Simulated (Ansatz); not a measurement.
Two structures of AlSiNH6OF, doublet, reached by relaxing down either side of one saddle point (PBE0-D4/def2-TZVP). Energies are electronic, without zero-point energy. Computed with Ansatz 0.2.0 (basis: def2-TZVPP and def2-QZVPP); correlated methods freeze the cores; orbitals are unrestricted. Extrapolation: Hartree–Fock as exp(−7.88 √X), correlation as X^−2.97. First:

```
11
angstrom
Al -1.3064 -0.2227 0.5054
O -0.1044 0.1425 -0.6639
Si 0.5047 0.5040 -2.1184
F -1.9220 1.0901 1.3473
H 0.6002 -1.5476 1.6975
N -0.0096 -0.7880 1.9825
H 0.7198 1.9710 -2.2600
H -0.3945 0.0576 -3.2196
H 1.8218 -0.1717 -2.2974
H 0.5722 0.0220 2.1868
H -0.4819 -1.0571 2.8396
```

Second:

```json
{"atom": "Al1", "x (Å)": "-1.3917", "y (Å)": "-0.3495", "z (Å)": "0.8097"}
{"atom": "O2", "x (Å)": "0.0802", "y (Å)": "-0.6111", "z (Å)": "-0.5197"}
{"atom": "Si3", "x (Å)": "0.5015", "y (Å)": "0.3622", "z (Å)": "-1.8336"}
{"atom": "F4", "x (Å)": "-1.6971", "y (Å)": "1.2634", "z (Å)": "0.4651"}
{"atom": "H5", "x (Å)": "0.6946", "y (Å)": "-0.7014", "z (Å)": "0.2497"}
{"atom": "N6", "x (Å)": "-0.0820", "y (Å)": "-0.5874", "z (Å)": "2.0791"}
{"atom": "H7", "x (Å)": "0.9938", "y (Å)": "1.6733", "z (Å)": "-1.3565"}
{"atom": "H8", "x (Å)": "-0.7313", "y (Å)": "0.4862", "z (Å)": "-2.6351"}
{"atom": "H9", "x (Å)": "1.5673", "y (Å)": "-0.3387", "z (Å)": "-2.5880"}
{"atom": "H10", "x (Å)": "0.1603", "y (Å)": "0.2083", "z (Å)": "2.6570"}
{"atom": "H11", "x (Å)": "-0.0956", "y (Å)": "-1.4053", "z (Å)": "2.6722"}
```

Q: Which bonds change from the first to the second?

A: AlSiH₃OF ([F][Al][O][SiH3]) + NH₃ → AlNH₂F ([NH2][Al][F]) + SiH₄O ([OH][SiH3]) (still joined by a long Al–O bond); bonds formed: O2–H5; dative contacts that become bonds: Al1–N6; bonds broken: H5–N6; bonds weakened to dative contacts: Al1–O2.

Q: Give the saddle point's structure and its height above each. (An estimate is asked for; the value comes from the calculation.)

A: The calculation gives: 29.74 kcal/mol above the first and 1.61 kcal/mol above the second (CCSD(T) at an estimated basis limit (MP2 extrapolated from triple and quadruple zeta, plus CCSD(T) − MP2 in triple zeta)).
Al1  (-1.479, -0.354, 0.789)
O2  (-0.010, -0.515, -0.482)
Si3  (0.539, 0.329, -1.816)
F4  (-1.902, 1.257, 0.657)
H5  (0.493, -0.570, 0.451)
N6  (-0.016, -0.581, 1.949)
H7  (1.082, 1.643, -1.396)
H8  (-0.621, 0.496, -2.718)
H9  (1.604, -0.468, -2.471)
H10  (0.222, 0.197, 2.552)
H11  (0.088, -1.433, 2.484)
(Å)

T1 diagnostic: at most 0.014. ⟨S²⟩ of the unrestricted Hartree–Fock references: 0.75 (a pure state has 0.75).

Labels in which every atom is bracketed show which atoms are joined, not bond orders.

For scale, one of the runs: CCSD(T)/def2-TZVPP, 261 basis functions, launched by `ansatz run in.yaml --threads 4 --pin off --events-out ev --progress --plain --max-ram 63488MiB --backend cuda --devices 0, --max-vram 37GiB`. Time: 12 s of wall clock on 4 CPU threads of an AMD EPYC 7R13 and a share of one NVIDIA H100; the host was shared. Peak host memory: 0.87 GiB.
